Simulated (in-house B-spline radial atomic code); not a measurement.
## RPA and G0W0 on PBE: Br²⁺

Configuration [Ar] 3d10 4s2 4p3, highest spin, mean-field start PBE. Computed with a B-spline radial code for spherical atoms: all electrons, scalar-relativistic (spin-free one-electron X2C), finite nucleus, each spin shell either full or empty, empty states to l = 9 with an (l + 1/2)⁻⁴ tail; G0W0 by contour deformation at full frequency.

Command:
```bash
python run_gw.py task.json out
```
Settings (radii: box in bohr, nucleus in fm):
```
Z                        35
electrons                33
configuration            [Ar] 3d10 4s2 4p3
hamiltonian              x2c
method                   pbe,pbe
lmax                     9
rms_radius               4.1629
spin_polarised           True
box_radius               17.55
intervals                70
```

Cost of the run: 3 s on 1 thread of Intel(R) Xeon(R) Platinum 8488C, with other jobs on the host.

Energies (hartree):

```csv
term,value
mean-field total,-2604.74276
Hartree-Fock functional on these orbitals,-2603.33988
direct second order,-2.8381
second-order exchange,0.83063
SOSEX correction,0.76125
```

Question: What is the RPA correlation energy, and what remains with SOSEX?

Answer: RPA gives -2.4516 hartree (-2.02 eV per electron); RPA + SOSEX gives -1.6903, and the second-order doubles -2.0074 hartree (no singles). SOSEX takes back 31 % of the RPA value.

Quasi-particle levels (eV):

| level | occupied | mean field | Σx - vxc | Σc | QP weight | G0W0 |
| --- | --- | --- | --- | --- | --- | --- |
| 4p up | yes | -29.430 | -5.69 | ? | ? | ? |
| 4s down | yes | -39.81 | -3.60 | -2.11 | 0.921 | -45.52 |
| 4p down | no | -26.181 | 7.15 | -2.81 | 0.928 | -21.843 |

G0W0 = mean field + (Σx - vxc) + Σc, with Σc (partial-wave tail included) taken at the quasi-particle energy. Only the outer levels were computed. Levels of low weight are left out.

Question: Where does G0W0 put 4p up?

Answer: At -35.32 eV, with Σc = -0.19 eV and a quasi-particle weight of 0.925. The tabulated removal energy is 34.871 ± 0.019 eV (NIST, measured); the calculation leaves out spin-orbit coupling, Breit and QED terms, and what these don't explain is the method's own error.
